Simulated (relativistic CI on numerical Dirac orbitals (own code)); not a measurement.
Method of calculation: Dirac-Coulomb-Breit CI, KLI orbitals optimised for each configuration, a model potential for QED, unscaled Slater integrals (own radial code, finite nucleus).

CI space (outside the closed core [Ne]): 3s²3p³, 3s3p⁴, 3s²3p²3d, 3p⁵, 3s3p³3d, 3p⁴3d, 3s3p²3d², 3s²3p3d4p, 3p⁴4s, 3s3p²3d4s, 3p⁴4p, 3s²3p²4s, 3s²3p²4p, 3p³3d4p, 3s²3p²4d, 3s3p³4s, 3s²3p²4f, 3s3p³4p, 3s3p³4d, 3s3p³4f, 3s²3p²5s, 3s²3p²5p, 3s²3p4s4p, 3s²3p²5d, 3s²3p²5f, 3s²3p²5g, 3s3p²4s², 3s3p³5s, 3s²3p3d², 3s²3d³, 3s3p3d³, 3s²3d²4s, 3s²3d²4p, 3s²3d²4d, 3p³3d², 3p²3d³, 3p²3d²4s, 3p²3d²4p, 3p²3d²4d, 3s²3p3d4s, 3s3p3d²4s, 3s²3d4s², 3s²3d4s4p, 3s²3d4s4d, 3s3p²3d4p, 3s3p3d²4p, 3s3p3d4s4p, 3s3p3d4p², 3s3p3d4p4d, 3p³3d4s, 3p²3d4s², 3p²3d4s4p, 3p²3d4s4d, 3s²3p4s², 3s3p3d4s², 3s²4s²4p, 3s²4s²4d, 3s²3p4p², 3s²3d4p², 3s²4s4p², 3s²4p³, 3s²4p²4d, 3s3p²4s4p, 3s3p4s²4p, 3s3p4s4p², 3s3p4s4p4d. Double excitations out of closed p, d and f shells are left out; levels of such configurations are missing from the list, as are those of other unlisted configurations, and high levels can miss mixing partners. These lack a partner that the ground configuration has and come out too high: 3s²3p²4f, 3s3p³4d, 3s3p³4f, 3s²3p²5s, 3s²3p²5p.

At this charge energies of transitions that change n are usually good to better than 1 %, and those within a shell (Δn = 0) to a few per cent.

Outline of the computed level scheme of Ba XLII. Lowest level of each configuration: 3s²3p³ ²P°3/2 at 0.000 eV; 3s²3p²3d ⁴F3/2 at 159.734 eV; 3s3p⁴ ⁴P5/2 at 183.782 eV; 3s3p³3d ⁶D°5/2 at 353.794 eV.

Some strong electric-dipole decays among the lowest 45 levels: 3s²3p²3d ⁴P3/2 → 3s²3p³ ²P°3/2 (9.7e+11 s⁻¹); 3s²3p²3d ²P1/2 → 3s²3p³ ²P°3/2 (7.1e+11 s⁻¹); 3s²3p²3d ²P1/2 → 3s²3p³ ⁴S°3/2 (6.4e+11 s⁻¹); 3s²3p²3d ²D3/2 → 3s²3p³ ²P°1/2 (5.5e+11 s⁻¹); 3s²3p²3d ²D3/2 → 3s²3p³ ⁴S°3/2 (4.9e+11 s⁻¹); 3s²3p²3d ²D5/2 → 3s²3p³ ²P°3/2 (4.7e+11 s⁻¹); 3s²3p²3d ²D5/2 → 3s²3p³ ²D°5/2 (4.2e+11 s⁻¹); 3s3p⁴ ²P1/2 → 3s²3p³ ²P°1/2 (3.7e+11 s⁻¹).

LS names give the leading component of a level, which can be under half, so a name can repeat, a term be missing and a line seem to break the LS rules.
